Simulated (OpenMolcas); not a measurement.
Mn2+ with 6 ligands (fluoride) in octahedral coordination (Oh) at 2.14 Å. A charge of +0.667 e stands 2.4 Å behind each ligand. Ligand basis ANO-RCC-VDZP.

```json
{"Program": "OpenMolcas", "Method": "SS-CASPT2, IPEA 0.25 Eh, imaginary shift 0.1 Eh (closed shells correlated: 3s 3p and the ligand valence shells)", "Basis": "ANO-RCC-VTZP [6s5p3d2f1g]", "Scalar Hamiltonian": "DKH2, point nucleus", "Active space": "5 electrons in 5 orbitals (3d)", "State averaging": "2S+1 = 6 even, 1 root; 2S+1 = 4 even, 24 roots; 2S+1 = 2 even, 75 roots", "Spin-orbit coupling": "state interaction with AMFI integrals over the reference wave functions"}
```

(1) What is the spin-free ground state (labels of O, the rotations of Oh)?

(2) What are the lowest two levels with spin-orbit coupling?

(3) What is χT at 300 K, and how does it compare with the textbook value?

Answers

(1) 6A1, 1-fold in its orbital part, 100 % from free-ion S terms; it has the highest spin that d5 allows.

(2) A 6-fold level, then a 2-fold level Γ7 23300 cm-1 above it. Their leading multiplicities are 6 (100 %) and 4 (100 %).

(3) The lowest level has 2S+1 = 6, for which the spin-only value is χT = S(S+1) / 2 = 4.375 cm3 K/mol (g = 2). The computed 4.386 at 300 K differs by +0.011, little more than the free-electron g of 2.0023 accounts for.

Roots that are degenerate in the reference are averaged as groups; the widest CASPT2 spread within a group is 120 cm-1 (the 2-fold group of multiplicity 2 near 51100 cm-1 above the lowest state of its run). Shifts and gaps below about the spread of the groups concerned are not significant. Over all roots computed the reference weight is 0.70 to 0.71; a low but even weight reflects the number of correlated electrons. Ligand-to-metal charge-transfer states are missing. These CASPT2 states fit no ligand-field parameters well, so their order and spin gaps are uncertain. With no ligand orbital active B as a rule stays too high, so bands that hang on it stand too high and its fall with covalency is understated. With one d shell and no ligand orbital active, 10Dq can be off by tens of per cent for divalent 3d ions, low with halides held by bare charges and at times high in hosts. Free-ion shares, where given, are those of the reference states; single-state CASPT2 does not remix them. No measured value stands beside these numbers; the geometry is a model, was not optimised and need not be the one that this ion takes.
